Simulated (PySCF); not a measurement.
I3In, charge +1, multiplicity 2. Atoms are numbered in the order given.

```xyz
4

In     0.0000     0.0000     0.4065
I      0.0000     1.7785    -1.6960
I      0.0000     0.0000     3.0163
I      0.0000    -1.7785    -1.6960
```
Charge +1, spin multiplicity 2.

Geometry: B3LYP-D3(BJ)/def2-SVP. The spin state was assumed, not searched. The isomer is the one that the SMILES or the coordinates give; other isomers of the formula were not compared. The def2 effective core potentials stand for the cores of I, In; spin–orbit coupling is left out.

These are r2SCAN/def2-TZVP in PySCF values and carry that method's errors.

Q: Estimate the frontier levels, dipole moment and polarisability. (The exact figures need the calculation; the answer reports its results.)

A: 
```
Quantity                                                            Result
------------------------------------------------  ------------------------
α spin, highest occupied and lowest empty level        -11.45 and -8.70 eV
β spin, highest occupied and lowest empty level       -11.44 and -10.63 eV
dipole moment about the centre of nuclear charge                    0.65 D
mean static polarisability                          149.2 bohr³ (22.12 Å³)
polarisability, principal values                  81.9, 174.9, 190.9 bohr³
⟨S²⟩                                               0.756 (pure state 0.75)
```
